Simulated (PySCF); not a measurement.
# Electronic structure of Pb(49+) (lead, charge +49) at the UHF level

Configuration: [Ar] 3d10 4s2 4p3, high-spin 4S determinant. All numbers are calculated (PySCF 2.14, no relativity, point nucleus, in an even-tempered Gaussian basis (17 s from 6.4 bohr⁻², ratio 2.5; 11 p from 8.3 bohr⁻², ratio 2.5; 8 d from 15 bohr⁻², ratio 2.5; 4 f from 40 bohr⁻², ratio 2.7; 4 g from 60 bohr⁻², ratio 2.7)).

* Total energy: -17789.016890 hartree
* One-electron energy: -20931.4384 hartree
* Hartree (Coulomb) energy: 3403.2333 hartree
* Exchange energy: -260.8118 hartree
* Kinetic energy: 17784.93957 hartree
* ⟨S²⟩: 3.7500
* ⟨L²⟩: 0.000
* Sum of ⟨r⟩: 5.517 bohr
* Sum of ⟨r²⟩: 1.449 bohr²
* Density at the nucleus (Gaussians lack the cusp): 392000 bohr⁻³
* Spin density at the nucleus: 8.24 bohr⁻³

| shell | electrons | mean orbital energy (eV) | rms radius, mean of both spins (bohr) |
| --- | --- | --- | --- |
| 1s α | 1 | -82183.2 | 0.0213 |
| 1s β | 1 | -82176.2 | 0.0213 |
| 2s α | 1 | -16114.1 | 0.0838 |
| 2s β | 1 | -16110.0 | 0.0838 |
| 2p α | 3 | -15602.7 | 0.0720 |
| 2p β | 3 | -15595.6 | 0.0720 |
| 3s α | 1 | -5715.3 | 0.204 |
| 3s β | 1 | -5708.3 | 0.204 |
| 3p α | 3 | -5478.1 | 0.195 |
| 3p β | 3 | -5467.8 | 0.195 |
| 3d α | 5 | -5046.6 | 0.170 |
| 3d β | 5 | -5041.5 | 0.170 |
| 4s α | 1 | -2809.9 | 0.406 |
| 4s β | 1 | -2767.0 | 0.406 |
| 4p α | 3 | -2699.1 | 0.398 |

A non-relativistic calculation at this Z misses sizeable relativistic shifts. Spin-orbit coupling, which splits the p, d and f shells strongly at this Z, is absent. Spin-orbit coupling is strong in this species (close to jj coupling), so the high-spin LS determinant is a model state, not a physical level.

Spin-orbit constants ζ (cm⁻¹) from the X2C one-electron operator on these orbitals (non-relativistic here): bare nucleus, nucleus screened by l(l+1)(2l+1)/3 electrons, and screened by the Breit-Pauli mean field of the electrons.

| shell | bare | screened nucleus | mean field |
| --- | --- | --- | --- |
| 2p | 7489000 | 7307000 | 7212000 |
| 3p | 1663000 | 1623000 | 1598000 |
| 3d | 364000 | 319600 | 314300 |
| 4p | 537900 | 524800 | 517000 |
